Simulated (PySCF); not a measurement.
Working with the constants of HgF⁺

RHF-CCSD(T) constants of HgF⁺, ¹Σ⁺ (singlet), closed shell (Hg def2-SVP with ECP60, F def2-SVP; scalar-relativistic core potentials (PySCF 2.14); masses 201.9706 and 18.9984 u):

* ωe: 510.8 cm⁻¹
* ωexe: 5.44 cm⁻¹
* Be: 0.25074 cm⁻¹
* αe: 0.00245 cm⁻¹
* D (centrifugal): 2.42e-07 cm⁻¹
* De to Hg⁺ + F: 1.25 eV

(1) Give the band origin of the fundamental and the first lines of its P and R branches.

(2) Near which J would the R branch turn back, without centrifugal distortion?

Correlated steps freeze 1 core orbital. Correlated levels converge slowly with the basis: in double zeta they bind strong bonds too weakly, by up to about 1 eV, and carry superposition errors of some tenths. Spin–orbit coupling is left out, which matters for elements this heavy, above all for dissociation energies. For an ion De counts to the pair picked by the measured ionisation energies or electron affinities, which need not be the lowest pair at this level. Where the molecule has an RHF reference, its open-shell atoms are computed with UHF. The CCSD T1 diagnostic is raised, a sign that a single reference may not be enough here.

Results:

(1) ν0 = ωe − 2ωexe = 499.9 cm⁻¹, B0 = 0.24952, B1 = 0.24707 cm⁻¹.

| J″ | P(J″) − ν0 | R(J″) − ν0 |
| --- | --- | --- |
| 0 |  | 0.494 |
| 1 | -0.499 | 0.983 |
| 2 | -1.003 | 1.468 |
| 3 | -1.512 | 1.947 |
| 4 | -2.025 | 2.422 |
| 5 | -2.544 | 2.891 |
| 6 | -3.067 | 3.356 |

(2) At J ≈ (B0 + B1)/(2(B0 − B1)) − 1 ≈ 100.
